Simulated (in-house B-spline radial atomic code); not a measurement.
Values are calculated unless marked as measured or tabulated.
# Softness against transferability: the 5p channel of Sn

Sn, [Kr] 4d10 5s2 5p2, non-relativistic PBE, spherical and spin-unpolarised, from an all-electron radial atomic-structure program (B-spline basis) (atomic units). The all-electron 5p level is ε = -0.138529 hartree, its outermost node lies just inside 1.12 bohr and its outer maximum at 2.57 bohr.

Troullier-Martins pseudo-orbitals are made for several radii. The cutoffs (hartree) are the plane-wave energies beyond which the orbital holds less than the named kinetic energy per electron. The phase error is the difference, pseudo minus all-electron, of arctan(R P'/P) at R = 3.9 bohr for all radii, half a hartree below and above the level.

```tsv
r_c (bohr)	V_l(0) (hartree)	cutoff for 10 mEh	for 1 mEh	for 0.1 mEh	phase error at ε − 0.5 (mrad)	at ε + 0.5 (mrad)
1.93	-3.42	1.41	12.3	24.2	-0.2	-9.6
2.24	0.31	1.34	5.12	11	-0.1	-5.5
2.57	0.29	1.34	4.99	10.2	-0.2	-5.9
2.91	-0.20	1.28	4.26	6.2	-0.3	-10.2
3.24	-0.52	1.22	3.08	4.99	-0.5	-18.1
3.6	-0.71	1.22	1.77	4.03	-1.0	-29.8
```

Task: Which radius needs the lowest cutoff for 0.1 mEh while both phase errors stay within 10.3 mrad?

Result: The radii within that limit are 1.93, 2.24, 2.57, 2.91 bohr; of these r_c = 2.91 needs the least, 6.2 hartree, that is 12.4 Ry or 169 eV.

Task: What does the larger radius buy, and what does it cost?

Result: From r_c = 1.93 to 3.6 bohr the cutoff for 1 mEh goes from 12.3 to 1.77 hartree, a factor of 6.95, against 3.48 for a pure 1/r_c² scaling, end to end; step by step it is 12.3, 5.12, 4.99, 4.26, 3.08, 1.77, and for 0.1 mEh 24.2, 11, 10.2, 6.2, 4.99, 4.03; the number of plane waves goes as the cutoff to the power 3/2, here a factor of 18.3. The larger of the two phase errors is least at r_c = 2.24 bohr, 5.5 mrad; it is 9.6 at the smallest radius and 29.8 at the largest. These errors test the reference atom alone. The smallest radius lies well inside the outer maximum, where the nodeless form must bend sharply to keep the norm, so it is both harder and scatters less well than the next. Large radii also let the cores of neighbours overlap, which an atom doesn't show.
